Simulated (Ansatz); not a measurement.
XB6: gap (eV) at several levels, gas phase, relaxed structures; Ansatz. Clusters are the lowest isomers that short searches found in that spin, judged at the geometry's level. HOMO and LUMO are taken over both spins. The structures are stationary points that may keep the symmetry of their start. Remarks come from the PBE and PBE0 runs and from stability tests at other levels; not every state was tested.

| species | state | geometry | PBE-D4/def2-SVP | PBE-D4/def2-TZVP | B3LYP-D4/6-31G | PBE0-D4/def2-SVP | PBE0-D4/def2-TZVP | remarks |
| --- | --- | --- | --- | --- | --- | --- | --- | --- |
| B6N | doublet | B3LYP-D4/def2-SVP | 0.61 | 0.59 | 1.97 | 2.28 | 2.25 | – |
| MgB6 | singlet | PBE0-D4/def2-SVP | 0.53 | 0.58 | 1.40 | 1.72 | 1.77 | restricted SCF unstable in HF |
| AlB6 | doublet | r2SCAN-D4/def2-SVP | 0.85 | 0.84 | 2.04 | 2.50 | 2.50 | – |

(1) Estimate the column for r2SCAN-D4/def2-TZVP.

(1) B6N 0.90; MgB6 0.71; AlB6 1.48.

Over the 3 species that have every level, the mean is 0.66 at PBE-D4/def2-SVP, 0.67 at PBE-D4/def2-TZVP, 1.03 at r2SCAN-D4/def2-TZVP, 1.80 at B3LYP-D4/6-31G, 2.17 at PBE0-D4/def2-SVP, 2.17 at PBE0-D4/def2-TZVP. Orbital gaps grow with the share of exact exchange and aren't one observable across functionals.
